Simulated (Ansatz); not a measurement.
Two isomers of CH7F2NSi2: A = `C[SiH](F)N[SiH2]F`, B = `CN([SiH2]F)[SiH2]F`.

Computed with Ansatz on PBE0-D4/def2-TZVP structures; ΔE is electronic, products minus reactants. CCSD(T)/CBS is the MP2 limit (def2-TZVPP, def2-QZVPP) plus CCSD(T) − MP2 in def2-TZVPP, frozen cores. DFT in def2-TZVPP. Each species was taken in one conformer, which may not be the lowest.

A:

```xyz
13

C    -0.279    0.995    1.987
Si   -0.681   -0.217    0.649
F    -2.277   -0.244    0.502
N     0.048    0.222   -0.844
Si    0.783   -0.802   -1.999
F     2.372   -0.859   -1.813
H     0.796    1.018    2.177
H    -0.598    2.004    1.709
H    -0.789    0.730    2.916
H    -0.257   -1.605    0.943
H     0.055    1.210   -1.063
H     0.554   -0.275   -3.362
H     0.274   -2.176   -1.803
```

B:

```xyz
13

C     0.421   -1.244   -0.752
N    -0.011   -0.083    0.036
Si    1.157    0.678    1.031
F     2.261    1.452    0.168
Si   -1.601    0.500   -0.220
F    -1.759    1.194   -1.653
H    -0.421   -1.916   -0.938
H     1.182   -1.813   -0.210
H     0.841   -0.948   -1.716
H     0.479    1.669    1.891
H     1.900   -0.359    1.784
H    -2.540   -0.645   -0.231
H    -1.909    1.514    0.810
```

Q: Which is lower in electronic energy at CCSD(T)/CBS, and by how much? (An estimate is asked.)

A: The calculation gave: A, by 95.6 kJ/mol.

Q: Give E(B) − E(A) in kJ/mol with CCSD/def2-TZVPP, CCSD(T)/def2-TZVPP, ωB97M-V, PBE0-D4, MP2/def2-TZVPP, r2SCAN-D4, B2PLYP. (Best estimate.)

A: Ansatz gave: CCSD/def2-TZVPP 93.8, CCSD(T)/def2-TZVPP 92.8, ωB97M-V 97.1, PBE0-D4 95.8, MP2/def2-TZVPP 95.0, r2SCAN-D4 100.2, B2PLYP 95.4. None reverses the order clearly.

Largest T1 diagnostic: 0.012.

The D4 term adds −3.6 kJ/mol with B3LYP and −1.9 kJ/mol with PBE0; it sums over pairs of atoms, weighted by their polarisabilities, and B3LYP, whose exchange is more repulsive, gets the larger term.

B3LYP here is the variant with VWN-RPA as its local correlation; programs differ in this.
